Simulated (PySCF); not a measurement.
Several structures and their simulated spectra, in scrambled order.

A. `C1(C(C)=O)=NNN=C1C=C`
B. SMILES CC(=O)c1cnnnc1C
C. SMILES CC1=C(C=O)N=NC(C)=N1
D. `InChI=1S/C6H5FO2/c7-2-1-6-5-8-3-4-9-6/h1-5H/b2-1-`
E. `Cc1cc(F)oc(=O)c1`

Spectrum 1. ¹H NMR (400 MHz, computed): δ 9.08 (s, 1H), 3.21 (s, 3H), 2.76 (s, 3H). ¹³C{¹H} NMR (computed): δ 207.6 (C), 159.4 (C), 147.8 (CH), 124.0 (C), 31.9 (CH3), 26.0 (CH3).

Spectrum 2. ¹H NMR (400 MHz, computed): δ 10.80 (s, 1H), 3.23 (s, 3H), 3.04 (s, 3H). ¹³C{¹H} NMR (computed): δ 203.2 (CH), 172.0 (C), 167.7 (C), 155.6 (C), 27.7 (CH3), 27.2 (CH3).

Spectrum 3. ¹H NMR (400 MHz, computed): δ 6.54 (m, 1H), 5.69 (d, 1H), 5.56 (s, 1H), 5.48 (d, 1H), 4.64 (m, 1H). ¹³C{¹H} NMR (computed): δ 157.6 (CH), 141.9 (C), 135.7 (CH), 134.2 (CH), 132.5 (CH), 108.1 (CH).

Spectrum 4. ¹H NMR (400 MHz, computed): δ 6.04 (s, 1H), 5.47 (m, 1H), 2.21 (s, 3H). ¹³C{¹H} NMR (computed): δ 173.1 (C), 164.7 (C), 161.1 (C), 114.3 (CH), 89.6 (CH), 24.0 (CH3).

Spectrum 5. ¹H NMR (400 MHz, computed): δ 10.76 (br s, 1H), 8.19 (m, 1H), 6.96 (m, 1H), 5.99 (m, 1H), 2.76 (s, 3H). ¹³C{¹H} NMR (computed): δ 198.8 (C), 152.7 (C), 145.3 (C), 133.4 (CH), 129.4 (CH2), 31.4 (CH3).

PySCF 2.14 calculation with PBE0/pcSseg-1 with gauge-including orbitals and geometry: GFN2-xTB; a single conformation, rapidly exchanging positions averaged, no relativistic terms, no solvent.

δ = σ(ref) − σ, references computed at the same level: ¹H, ¹³C vs TMS. Splittings of carbon signals by F and P are missing where no couplings were computed. Where no couplings were computed, multiplicities follow the n + 1 count of equivalent neighbours, and m marks all less simple cases (inequivalent or close neighbours, rings, F or P nearby). Shifts are as computed. Against solution values, carbons near 30 ppm lie about +3 ppm off and those near 130 ppm about +5 ppm. Of 1211 compounds with measured shifts, 218 miss one by over three times the rms of a fit or turn the order of signals round; such compounds aren't used in these exercises. OH and NH positions are gas-phase values without hydrogen bonding to other molecules.

Question: Match each spectrum to its structure.

Answer: 1–B, 2–C, 3–D, 4–E, 5–A.

- Spectrum 1 (B): 6 ¹³C signals; δC 207.6 is a ketone carbonyl carbon; δC 147.8 is an aromatic CH next to a ring nitrogen.
- Spectrum 2 (C): 6 ¹³C signals; δC 203.2 is an aldehyde carbonyl carbon; δC 27.7 is a methyl carbon on an aromatic ring.
- Spectrum 3 (D): 6 ¹³C signals; δC 157.6 is an alkene CH; δC 141.9 is an alkene carbon bearing oxygen.
- Spectrum 4 (E): 6 ¹³C signals; δC 24.0 is a methyl carbon on an unsaturated ring; δC 173.1 is a unsaturated ring carbon.
- Spectrum 5 (A): 6 ¹³C signals; δC 198.8 is a ketone carbonyl carbon; δC 133.4 is an alkene CH.
